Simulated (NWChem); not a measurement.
InSiH5; SMILES [InH2][SiH3]

```xyz
7

In    -0.0108     0.6971     0.0027
H      1.4983     1.5618    -0.0066
H     -1.4917     1.6082    -0.0093
Si    -0.0165    -1.8918     0.0120
H      0.4880    -2.4075    -1.3026
H     -1.3783    -2.4727     0.2334
H      0.8904    -2.4300     1.0765
```
Atoms are numbered in this order, from 1.

Level: PBE0/def2-SVP with def2 effective core potentials on In (NWChem), optimised geometry, unscaled harmonic frequencies. def2 effective core potentials on In; no spin-orbit coupling.

Problem. List the harmonic frequencies with IR intensities, and the thermochemistry.

Solution. 
```
frequency (cm⁻¹)  IR intensity (km/mol)
----------------  ---------------------
48                                  0.1
282                                17.4
293                                20.4
368                                45.6
498                                 2.4
528                                47.9
621                               318.2
854                               206.9
934                                39.7
940                                40.6
1765                              212.1
1766                              302.9
2203                               67.8
2213                               89.8
2223                               97.0
```

```yaml
zero_point_energy: 22.2 kcal/mol
thermal correction to the enthalpy at 298.15 K (with zero-point energy): 26.3 kcal/mol
heat capacity Cv: 17.8 cal/(mol K)
entropy at 298.15 K and 1 atm (symmetry number 1): 76.2 cal/(mol K)
```

Rigid rotor and harmonic oscillator; modes under 100 cm⁻¹ make the entropy uncertain.
